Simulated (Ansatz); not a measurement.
`[Cl][SnH2][Si](Cl)(Cl)Cl` + H–F → `F[Si](Cl)(Cl)Cl` + `[Cl][SnH3]`  (cleavage of the Si–Sn bond)

Gas-phase electronic energies from Ansatz, PBE0-D4/def2-TZVP geometries. CCSD(T)/CBS is the MP2 limit (def2-TZVPP, def2-QZVPP) plus CCSD(T) − MP2 in def2-TZVPP, frozen cores. This one scheme is used for every species. DFT in def2-TZVPP. Elements past krypton have def2 core potentials. For Sn outer-core shells are correlated without core-valence functions, which leaves a few kJ/mol of doubt a bond. One conformer a species, not always the lowest.

`[Cl][SnH2][Si](Cl)(Cl)Cl`:

```xyz
8

Cl   -1.502   -0.020   -2.432
Sn   -0.819   -0.945   -0.402
Si    0.816    0.780    0.561
Cl    2.396    1.046   -0.696
Cl    1.520    0.126    2.366
Cl   -0.115    2.571    0.836
H    -0.075   -2.430   -0.773
H    -2.222   -1.129    0.542
```

H–F:

```xyz
2

F     0.132    0.343   -0.277
H    -0.132   -0.343    0.277
```

`F[Si](Cl)(Cl)Cl`:

Z-matrix (Å, degrees):
```
Si
F 1 1.575
Cl 1 2.014 2 108.4
Cl 1 2.014 2 108.4 3 -120.0
Cl 1 2.014 2 108.4 3 120.0
```

`[Cl][SnH3]`:

```xyz
5

Cl   -0.551   -2.056    0.299
Sn    0.047    0.177   -0.026
H     1.669    0.159   -0.534
H    -0.159    0.942    1.478
H    -1.006    0.777   -1.217
```

| level | ΔE (eV) |
| --- | --- |
| B97M-V | -1.43 |
| r2SCANh-D4 | -1.26 |
| CAM-B3LYP-D4 | -1.32 |
| LC-ωPBE | -1.31 |

(1) What does CCSD(T)/CBS give? (An estimate is asked.)

Largest T1 diagnostic among the species: 0.012.

Answers

(1) Computed: -1.14 eV. The listed levels differ from it by -0.29, -0.12, -0.18, -0.17 eV.

From PBE to PBE0 (25 % exact exchange), in def2-TZVPP and without D4, ΔE moves by −0.07 eV. The D4 term adds +0.15 eV with B3LYP and +0.09 eV with PBE0; it sums over pairs of atoms, weighted by their polarisabilities, and B3LYP, whose exchange is more repulsive, gets the larger term. At CCSD(T), def2-SVP lies −0.09 eV from the extrapolated value and def2-TZVPP −0.10 eV.

B3LYP here is the variant with VWN-RPA as its local correlation; programs differ in this.
